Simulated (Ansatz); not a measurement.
Two structures of Si2H4F2, singlet, reached by relaxing down either side of one saddle point (PBE0-D4/def2-TZVP). Energies are electronic, without zero-point energy. Program: Ansatz 0.2.0. Basis: def2-TZVPP and def2-QZVPP. Cores are frozen in the correlated methods. Extrapolation: Hartree–Fock as exp(−7.88 √X), correlation as X^−2.97. First:

Si1  (-0.747, -0.718, 0.607)
Si2  (0.707, 0.651, -0.616)
H3  (1.034, 0.189, -1.986)
F4  (0.081, 2.110, -0.746)
F5  (2.083, 0.803, 0.173)
H6  (-0.988, -0.132, 1.950)
H7  (-2.033, -0.836, -0.129)
H8  (-0.138, -2.067, 0.748)
(Å)

Second:

```
8
angstrom
Si -0.7013 -1.1596 0.3772
Si 0.6525 1.9842 -0.1520
H 0.4362 -0.6515 -0.4460
F 0.5797 2.0690 -1.7513
F 2.2199 1.7201 0.0572
H -0.4232 -0.8653 1.8038
H -1.9430 -0.4727 -0.0542
H -0.8210 -2.6243 0.1653
```

Problem. Which bonds change from the first to the second?

Solution. Si₂H₄F₂ ([F][SiH]([F])[SiH3]) → SiF₂ + SiH₄; bonds formed: Si1–H3; bonds broken: Si1–Si2, Si2–H3.

Problem. Give the saddle point's structure and its height above each. (To be estimated.)

Solution. Computed: 57.98 kcal/mol above the first and 27.67 kcal/mol above the second (CCSD(T) at an estimated basis limit (MP2 extrapolated from triple and quadruple zeta, plus CCSD(T) − MP2 in triple zeta)).
Si1  (-0.610, -0.754, 0.473)
Si2  (0.602, 1.176, -0.080)
H3  (0.475, -0.393, -0.823)
F4  (0.194, 1.977, -1.400)
F5  (2.200, 1.204, -0.065)
H6  (-0.854, -0.666, 1.943)
H7  (-1.818, -0.376, -0.297)
H8  (-0.189, -2.167, 0.249)
(Å)

The T1 diagnostic stays at or below 0.014. The restricted Hartree–Fock reference is unstable towards an unrestricted one at one or more of these structures.

Losses and insertions of silylenes and their heavier kin drive the gas-phase chemistry of silicon and germanium vapour deposition.

Labels in which every atom is bracketed show which atoms are joined, not bond orders.

For scale, one of the runs: CCSD(T)/def2-TZVPP, 202 basis functions, launched by `ansatz run in.yaml --threads 4 --pin off --events-out ev --progress --plain --max-ram 9574MiB`. Hardware: 4 CPU threads of an Arm Neoverse V2, shared host. Wall time 31 s; peak host memory 2.5 GiB.
